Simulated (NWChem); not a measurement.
System: DMAc (C4H9NO); SMILES CC(=O)N(C)C

NWChem input:

```
start job
memory heap 200 mb stack 900 mb global 1100 mb
geometry units angstroms noautosym nocenter noautoz
  C     -1.119230    -1.502905    -0.107331
  N      0.018502    -0.599047    -0.033648
  C      1.321658    -1.236986    -0.017544
  C     -0.208129     0.759509     0.013800
  C      1.008650     1.676694     0.090289
  O     -1.341646     1.228677    -0.004019
  H     -1.128985    -2.182539     0.755735
  H     -2.029985    -0.905772    -0.112316
  H     -1.071668    -2.109889    -1.021768
  H      2.122609    -0.501342     0.039155
  H      1.471199    -1.837374    -0.926379
  H      1.413180    -1.910758     0.846425
  H      0.635708     2.700920     0.119404
  H      1.607546     1.492809     0.989611
  H      1.665144     1.564041    -0.780113
end
basis spherical
  C library def2-svp
  N library def2-svp
  O library def2-svp
  H library def2-svp
end
dft
  xc pbe0
  iterations 150
end
cosmo
  dielec 78.4
end
task dft energy
```

Parts of the log:

```
             Northwest Computational Chemistry Package (NWChem) 7.3.0
             --------------------------------------------------------

                             Geometry "geometry" -> ""
                             -------------------------

 Output coordinates in angstroms (scale by  1.889725989 to convert to a.u.)

  No.       Tag          Charge          X              Y              Z
 ---- ---------------- ---------- -------------- -------------- --------------
    1 C                    6.0000    -1.11923000    -1.50290500    -0.10733100
    2 N                    7.0000     0.01850200    -0.59904700    -0.03364800
    3 C                    6.0000     1.32165800    -1.23698600    -0.01754400
    4 C                    6.0000    -0.20812900     0.75950900     0.01380000
    5 C                    6.0000     1.00865000     1.67669400     0.09028900
    6 O                    8.0000    -1.34164600     1.22867700    -0.00401900
    7 H                    1.0000    -1.12898500    -2.18253900     0.75573500
    8 H                    1.0000    -2.02998500    -0.90577200    -0.11231600
    9 H                    1.0000    -1.07166800    -2.10988900    -1.02176800
   10 H                    1.0000     2.12260900    -0.50134200     0.03915500
   11 H                    1.0000     1.47119900    -1.83737400    -0.92637900
   12 H                    1.0000     1.41318000    -1.91075800     0.84642500
   13 H                    1.0000     0.63570800     2.70092000     0.11940400
   14 H                    1.0000     1.60754600     1.49280900     0.98961100
   15 H                    1.0000     1.66514400     1.56404100    -0.78011300

 Effective nuclear repulsion energy (a.u.)     249.8652981416

                                 NWChem DFT Module
                                 -----------------

 Summary of "ao basis" -> "ao basis" (spherical)
 ------------------------------------------------------------------------------
       Tag                 Description            Shells   Functions and Types
 ---------------- ------------------------------  ------  ---------------------
 C                          def2-svp                 6       14   3s2p1d
 N                          def2-svp                 6       14   3s2p1d
 O                          def2-svp                 6       14   3s2p1d
 H                          def2-svp                 3        5   2s1p

 in cosmo_initialize ...

 solvent parameters
 solvname_short: unkn
 solvname_long:  unknown
 dielec:       78.4000

          ---------------
          -cosmo- solvent
          ---------------
 Cosmo: York-Karplus, doi: 10.1021/jp992097l
 dielectric constant -eps-     =  78.40
 screen = (eps-1)/(eps    )    =   0.98724
 surface charge correction     = lagrangian

   van der Waals surface
 --------------------------

[...]

                                   COSMO solvation results
                                   -----------------------

                 gas phase energy =      -287.285968504018
                 sol phase energy =      -287.297866548632
 (electrostatic) solvation energy =         0.011898044615 (    7.47 kcal/mol)

                       DFT Final Molecular Orbital Analysis
                       ------------------------------------

 Vector   22  Occ=2.000000D+00  E=-3.718007D-01
              MO Center= -1.8D-01,  9.4D-01,  2.2D-02, r^2= 3.3D+00
   Bfn.  Coefficient  Atom+Function         Bfn.  Coefficient  Atom+Function
  ----- ------------  ---------------      ----- ------------  ---------------
    76      0.385021   6 O  pz               79      0.263638   6 O  pz
    48      0.257775   4 C  pz               62     -0.255026   5 C  pz
   120     -0.201754  14 H  s               125      0.201701  15 H  s
    51      0.162023   4 C  pz                6     -0.132317   1 C  pz
    65     -0.129630   5 C  pz               85     -0.106377   7 H  s

 Vector   23  Occ=2.000000D+00  E=-2.739400D-01
              MO Center= -8.8D-01,  1.1D+00,  4.6D-03, r^2= 1.9D+00
   Bfn.  Coefficient  Atom+Function         Bfn.  Coefficient  Atom+Function
  ----- ------------  ---------------      ----- ------------  ---------------
    75      0.513877   6 O  py               78      0.381717   6 O  py
    17      0.271684   2 N  s                74      0.250872   6 O  px
    59     -0.241110   5 C  s                60      0.209378   5 C  px
    77      0.170570   6 O  px               19     -0.156896   2 N  py
    50      0.157596   4 C  py               63      0.155541   5 C  px

 Vector   24  Occ=2.000000D+00  E=-2.535278D-01
              MO Center= -2.6D-01, -4.0D-01, -3.5D-02, r^2= 2.8D+00
   Bfn.  Coefficient  Atom+Function         Bfn.  Coefficient  Atom+Function
  ----- ------------  ---------------      ----- ------------  ---------------
    20      0.479484   2 N  pz               23     -0.417245   2 N  pz
    76      0.320873   6 O  pz               79      0.265241   6 O  pz
   105     -0.146419  11 H  s               110      0.146326  12 H  s
    85      0.134933   7 H  s                95     -0.134972   9 H  s
    34      0.115819   3 C  pz              106     -0.108651  11 H  s

 Vector   25  Occ=0.000000D+00  E= 2.839912D-02
              MO Center= -1.7D-01,  6.2D-01,  9.0D-03, r^2= 2.9D+00
   Bfn.  Coefficient  Atom+Function         Bfn.  Coefficient  Atom+Function
  ----- ------------  ---------------      ----- ------------  ---------------
    51      0.538730   4 C  pz               48      0.535165   4 C  pz
    79     -0.391959   6 O  pz              121     -0.350406  14 H  s
   126      0.349219  15 H  s                76     -0.343908   6 O  pz
    23     -0.276672   2 N  pz               20      0.255678   2 N  pz
    96     -0.226990   9 H  s                86      0.225705   7 H  s

 Vector   26  Occ=0.000000D+00  E= 7.162352D-02
              MO Center=  8.4D-01, -8.3D-01, -1.9D-02, r^2= 8.2D+00
   Bfn.  Coefficient  Atom+Function         Bfn.  Coefficient  Atom+Function
  ----- ------------  ---------------      ----- ------------  ---------------
    59      1.594051   5 C  s                31      1.472785   3 C  s
     3      1.166215   1 C  s               106     -0.801952  11 H  s
   111     -0.799953  12 H  s                45     -0.684800   4 C  s
   121     -0.665678  14 H  s               126     -0.666912  15 H  s
    86     -0.656021   7 H  s                96     -0.657748   9 H  s

 Vector   27  Occ=0.000000D+00  E= 1.014649D-01
              MO Center=  6.5D-01, -2.2D-03,  1.0D-02, r^2= 9.8D+00
   Bfn.  Coefficient  Atom+Function         Bfn.  Coefficient  Atom+Function
  ----- ------------  ---------------      ----- ------------  ---------------
    59      2.149707   5 C  s                 3     -1.360990   1 C  s
    86      0.858459   7 H  s                96      0.860717   9 H  s
   116     -0.860845  13 H  s               121     -0.859994  14 H  s
   126     -0.857652  15 H  s                45     -0.547539   4 C  s
   101     -0.478696  10 H  s                36      0.415036   3 C  py

     Multipole analysis of the density
     ---------------------------------

     L   x y z        total         alpha         beta         nuclear
     -   - - -        -----         -----         ----         -------
     0   0 0 0     -0.000000    -24.000000    -24.000000     48.000000

     1   1 0 0      1.640266      0.726792      0.726792      0.186682
     1   0 1 0     -1.195120     -0.714775     -0.714775      0.234430
     1   0 0 1      0.007124      0.459600      0.459600     -0.912076

     2   2 0 0    -28.646452   -120.982565   -120.982565    213.318677
     2   1 1 0      3.812268     -3.511737     -3.511737     10.835742
     2   1 0 1      0.079596     -3.358994     -3.358994      6.797585
     2   0 2 0    -26.830094   -168.639841   -168.639841    310.449588
     2   0 1 1      0.163683     -6.031506     -6.031506     12.226696
     2   0 0 2    -27.325339    -22.474532    -22.474532     17.623725
```

Level: PBE0/def2-SVP, COSMO on the gas-phase geometry. All runs use the structure optimised with B3LYP/6-31G* (spherical d). COSMO prints the solvation energy as gas minus solution, so a positive value is a stabilisation.
